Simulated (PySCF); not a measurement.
Computed shifts of a molecule C₅H₈Si, HF/pcSseg-1 (PySCF), GIAO, gas phase, equivalent atoms averaged, in ppm (number of nuclei): ¹³C: 89.2 (1), 76.4 (1), 12.9 (1), 0.8 (1), -4.1 (1). ²⁹Si: -52.1 (1). ¹H: 4.02 (3), 2.55 (1), 1.51 (1), 1.26 (1), 0.87 (1), -0.08 (1). References: ¹³C against TMS (σ = 192.6 ppm); ²⁹Si against TMS (σ = 393.8 ppm); ¹H against TMS (σ = 31.99 ppm), references at their B3LYP-D3(BJ)/def2-TZVP geometries, non-relativistic. Geometry optimised at ωB97X-D3(BJ)/def2-SVP. The values are those of a single conformer.

Q: Identify the compound among the candidates.
A. C#C[SiH2]C(=C)C
B. C=C=C1CC[SiH2]1
C. C#C[C@@H]1C[C@@H]1[SiH3]
D. [SiH3]C#CC1CC1

A: C, C#C[C@@H]1C[C@@H]1[SiH3]
